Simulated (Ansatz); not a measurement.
Ideal-gas functions of CF₂NSi, SMILES `N#C[Si](F)F` radical at 600 K and 1 bar, from an Ansatz frequency run at PBE0-D4/def2-TZVP.

Molar mass 92.1 g/mol, point group Cs (symmetry number 1), electronic degeneracy 2, moments of inertia 69.938, 166.865, 222.391 u Å². Harmonic wavenumbers (cm⁻¹, unscaled): 133, 183, 288, 358, 414, 611, 891, 974, 2322.

Use S(trans) = R[1.5 ln M + 2.5 ln T − 1.1517]; rotational temperatures θ = 24.2544 K / I; S(rot) = R[ln(√π/σ · √(T³/θAθBθC)) + 1.5]; for each mode x = 1.438777 ν̃/T, S = R[x/(eˣ − 1) − ln(1 − e⁻ˣ)] and H = RT x/(eˣ − 1); 1 cm⁻¹ = 0.0119627 kJ/mol; R = 8.31446 J/(mol·K).

Question: By hand: the entropy, in J/(mol·K).

Answer: Translation 179.8. Rotation: θ = 0.3468, 0.1454, 0.1091 K, giving 118.6. Vibration, mode by mode: 17.85, 15.23, 11.56, 9.83, 8.71, 5.84, 3.42, 2.93, 0.21, in all 75.6. Electronic 5.8. Sum 379.8 J/(mol·K).

Question: By hand: H − E and G − E in kJ/mol, counted from the electronic energy.

Answer: Zero-point energy ½ × 6174 × 0.0119627 = 36.9; thermal vibration 22.7; translation, rotation and pV give 4 RT = 20.0. H − E = 79.6 kJ/mol, and G − E = 79.6 − 600 × 379.8/1000 = -148.3 kJ/mol.

Vibration gives 20 % of the entropy, 17.9 J/(mol·K) of it from the mode under 150 cm⁻¹: soft modes count most, and the harmonic formula is weakest for them.
